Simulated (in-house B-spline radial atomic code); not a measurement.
# Functionals against NIST's ionisation energies down a group: C⁺ to Pb⁺

Ionisation energies as differences of self-consistent total energies from an all-electron radial atomic-structure program (B-spline basis): all electrons, radial basis limit, scalar-relativistic (one-electron X2C), spin-polarised at highest spin, spherical densities; exact exchange is averaged over the determinants of each configuration. No spin-orbit coupling, Breit or QED terms. NIST's values run from ground level to ground level, so in open shells the differences also hold multiplet and fine-structure energies that spherical high-spin averages miss. For p electrons of heavy elements the spin-orbit part alone reaches an electronvolt or more. Columns give computed minus NIST, in eV; a star marks a semi-empirical value. Species are left out where the tabulated value is theory, is uncertain by more than 0.12 eV, or (13 ions, such as In⁴⁺, Te⁴⁺ and Bi⁴⁺) lies off its series for all methods alike, which flatters the means a little.

```
species  shell  NIST (eV)  r2SCAN  wB97X  CAM-B3LYP  LC-wPBE  BHandHLYP  B97-1
     C⁺     2p      24.38   -0.06  +0.09      +0.43    +0.43      +0.32  +0.15
    Si⁺     3p      16.35   -0.16  -0.10      0.00    +0.15      -0.15  -0.16
    Ge⁺     4p      15.93   -0.25  -0.23      -0.04    -0.03      -0.22  -0.37
    Sn⁺     5p      14.63   -0.51  -0.43      -0.24    -0.29      -0.42  -0.60
    Pb⁺     6p      15.03   -1.46  -1.38      -1.10    -1.21      -1.28  -1.51
```

**Question.** How do the methods rank, and which species is hardest?

**Answer.** Mean absolute (signed) differences: CAM-B3LYP 0.36 (-0.19) eV; LC-wPBE 0.42 (-0.19) eV; wB97X 0.45 (-0.41) eV; BHandHLYP 0.48 (-0.35) eV; r2SCAN 0.49 (-0.49) eV; B97-1 0.56 (-0.50) eV. For Pb⁺, which loses a 6p electron, the nearest method is off by -1.10 eV, the largest such miss.
